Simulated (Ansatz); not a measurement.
Problem. Name a neutral molecule of Al, C, N, Se and H with HOMO energy (ωB97M-V/def2-TZVPP) between -9.45 and -9.15 eV and HOMO energy (PBE0/def2-TZVPP) between -7.45 and -7.15 eV (Ansatz, PBE0-D4/def2-TZVP geometry).

Solution. `C/N=C\[Se][AlH2]` (-9.27 eV, -7.16 eV). Other molecules can fit too; these were computed, each in one conformer that needn't be the lowest.
